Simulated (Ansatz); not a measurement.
Single points on the cluster B₅H₃.

```yaml
crystal:
  periodic: [false, false, false]
  atoms:
    - {symbol: B, position_ang: [-0.262262, 0.504648, -0.141950]}
    - {symbol: B, position_ang: [0.366065, -0.973642, 0.457154]}
    - {symbol: B, position_ang: [0.506779, 0.946459, -1.612223]}
    - {symbol: B, position_ang: [0.958863, -0.388816, -0.917685]}
    - {symbol: B, position_ang: [-0.931228, 0.075051, 1.187669]}
    - {symbol: H, position_ang: [0.385773, 1.877755, -2.361503]}
    - {symbol: H, position_ang: [-1.540096, -0.117028, 2.203518]}
    - {symbol: H, position_ang: [0.516106, -1.924417, 1.185020]}
basis:
  gaussian: {orbitals: def2-TZVP, initial_orbitals: start.molden}
hamiltonian: {xc: {name: wB97X-V}}
scf: {omitted_lower_state_checks: [starts]}
output: {orbitals: {seedname: orbitals}}
```

The file start.molden holds the orbitals of an earlier run on this structure, at another level or in another basis.

```sh
$ ansatz run in.yaml --threads 4 --pin off --events-out ev --progress --plain --max-ram 3916MiB
```

It prints (some lines left out):

```
Functional definition: wB97X-V
977 factors; their error is unknown
293 factors; integrals over basis functions are off by at most 1.2e-5 eV
mean field evaluation 1: about -3426.6019 eV, gradient 7.2e0 eV
mean field evaluation 2: about -3426.6586 eV, gradient 9.3e-2 eV
mean field evaluation 4: about -3426.6518 eV, gradient 3.5e-4 eV
mean field -3426.65182201 eV, -125.9271317907 hartree, gradient 2.5e-5 eV, S^2 0.000000; 0 other end points of the search recorded, 0 dependent functions left out
reference -3426.65181971 eV, -125.9271317063 hartree; 14, 14 occupied and 159, 159 virtual orbitals, 977 factors
Total energy: -3426.65181971 eV, -125.9271317063 hartree
Checks for a lower state left out: starts
```

It took 3.1 s on 4 threads of Intel Xeon on a shared host.

First input, but with `gaussian: {orbitals: def2-SVP, initial_orbitals: start.molden}`, `hamiltonian: {xc: pbe, dispersion: d4}` (abridged; 0.5 s):

```
Functional definition: PBE
mean field -3418.41912788 eV, -125.6245858619 hartree, gradient 7.5e-5 eV, S^2 0.000000
Total energy: -3418.57349328 eV, -125.6302586856 hartree
Checks for a lower state left out: starts
```

The first input with `correlation: {method: mp2}` and without the key `hamiltonian` (abridged; 1.6 s):

```
Functional definition: HF
mean field -3402.82762265 eV, -125.0516086129 hartree, gradient 1.7e-6 eV, S^2 0.000000
5 core orbitals not correlated: weight in the atoms' cores, before any rotation towards them, 1.000 or more for the frozen orbitals, at most 0.000 for the correlated occupied ones
second order -13.24131322 eV of doubles, -0.00000000 eV of singles
Total energy: -3416.06893587 eV, -125.5382178984 hartree
Checks for a lower state left out: starts
```

First input, but with `gaussian: {orbitals: def2-SVP, initial_orbitals: start.molden}`, `hamiltonian: {xc: pbe0, dispersion: d4}` (abridged; 0.6 s):

```
Functional definition: PBE0
mean field -3419.16388371 eV, -125.6519551339 hartree, gradient 3.2e-5 eV, S^2 0.000000
Total energy: -3419.29296366 eV, -125.6566987346 hartree
Checks for a lower state left out: starts
```

First input, but with `gaussian: {orbitals: def2-TZVPD, initial_orbitals: start.molden}`, `hamiltonian: {xc: r2scan, dispersion: d4}` (abridged; 2.3 s):

```
Functional definition: r2SCAN
mean field -3425.40818679 eV, -125.8814290396 hartree, gradient 1.6e-5 eV, S^2 0.000000
Total energy: -3425.44288705 eV, -125.8827042505 hartree
Checks for a lower state left out: starts
```

As the first input, with `gaussian: {orbitals: def2-TZVPD, initial_orbitals: start.molden}`, `hamiltonian: {xc: pbe0, dispersion: d4}` (abridged; 2 s):

```
Functional definition: PBE0
mean field -3422.73230011 eV, -125.7830920177 hartree, gradient 1.3e-5 eV, S^2 0.000000
Total energy: -3422.86139021 eV, -125.7878359915 hartree
Checks for a lower state left out: starts
```

First input, but with `hamiltonian: {xc: pbe, dispersion: d4}`, `output: {forces: true, orbitals: {seedname: orbitals}}` (abridged; 1.4 s):

```
Functional definition: PBE
mean field -3422.04850010 eV, -125.7579628308 hartree, gradient 1.4e-5 eV, S^2 0.000000
Total energy: -3422.20287823 eV, -125.7636361224 hartree
Atom 0 force    -0.037964    -0.176411     0.231027 eV/Å
Atom 1 force     0.075036    -0.010443    -0.092807 eV/Å
Atom 2 force    -0.002470    -0.100535     0.092934 eV/Å
Atom 3 force    -0.278632     0.237445     0.147333 eV/Å
Atom 4 force     0.050470     0.020214    -0.089842 eV/Å
Atom 5 force     0.039237    -0.293951     0.237999 eV/Å
Atom 6 force     0.190547     0.056095    -0.314230 eV/Å
Atom 7 force    -0.036225     0.267585    -0.212414 eV/Å
Dipole moment:    -0.097655    -0.024561     0.156228 e Å
Checks for a lower state left out: starts
```

Geometry: PBE-D4/def2-SVP.

Correlated methods freeze 5 core orbitals. The structure comes from a short search, and lower isomers may exist.
